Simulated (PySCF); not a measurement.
Assigning NMR signals

Numbering as in the mapped SMILES `[CH2:1]=[CH:2]/[CH:3]=[CH:4]\[B:5]1[O:6][CH2:7][CH2:8][CH2:9][O:10]1` (H(Xn): hydrogen on atom n). Ha(C1) is cis to C3; Hb(C1) is trans to C3.

How the numbers were obtained: coordinates at the PBE0-D3(BJ)/def2-SVP level, B3LYP/pcSseg-1 with gauge-including orbitals, in PySCF (non-relativistic Hamiltonian, one conformer, gas phase, rapidly exchanging positions averaged).

Shifts are taken against calculated references (same method and geometry level): $^{13}$C and $^{1}$H against TMS.

**Question.** Assign these signals to the numbered atoms. $^{13}$C{$^{1}$H} NMR (computed): δ 160.2, 147.1, 132.6, 127.6, 64.3, 30.9.

**Answer.** 
| δ (ppm) | atoms | environment | reason |
| --- | --- | --- | --- |
| 160.2 | C3 | alkene CH | an sp2 carbon of a C=C bond |
| 147.1 | C2 | alkene CH | – |
| 132.6 | C4 | alkene CH | – |
| 127.6 | C1 | terminal =CH2 carbon | an sp2 carbon of a C=C bond |
| 64.3 | C7/C9 | sp3 CH2 bonded to O | the inductive effect lowers its shielding |
| 30.9 | C8 | sp3 CH2 in a ring | saturated and bonded to C and H only |

**Question.** Assign these signals to the numbered atoms. $^{1}$H NMR (400 MHz, computed): δ 7.70 (m, 1H), 6.64 (m, 1H), 5.34 (m, 1H), 5.33 (d, 1H), 5.30 (m, 1H), 4.06 (m, 4H), 1.69 (m, 2H).

**Answer.** 
7.70 → H(C2), hydrogen on an alkene CH: a vinylic proton, deshielded by the sp2 carbon and the C=C anisotropy
6.64 → H(C3), hydrogen on an alkene CH
5.34 → Hb(C1), hydrogen on a terminal =CH2 carbon: attached to an sp2 carbon and in the plane of the double bond
5.33 → H(C4), hydrogen on an alkene CH: olefinic region
5.30 → Ha(C1), hydrogen on a terminal =CH2 carbon: olefinic region
4.06 → H(C7)/H(C9), hydrogen on an sp3 CH2 bonded to O: its carbon carries O, an electronegative neighbour
1.69 → H(C8), hydrogen on an sp3 CH2 in a ring

Hb(C1) and H(C4); H(C4) and Ha(C1) lie closer than the usual error of such a calculation, so a measured spectrum could show them in the other order.

A carbon bonded to boron is broadened by the quadrupolar boron nucleus and is often missing from a measured spectrum. Shifts are as computed. Against solution values, carbons near 30 ppm lie about +2 ppm off and those near 130 ppm about +6 ppm. Of 1313 compounds with measured shifts, 239 miss one by over three times the rms of a fit or turn the order of signals round; such compounds aren't used in these exercises. Multiplicities follow the n + 1 count of equivalent neighbours, as no J values were calculated; m marks all less simple cases, F and P coupling included.
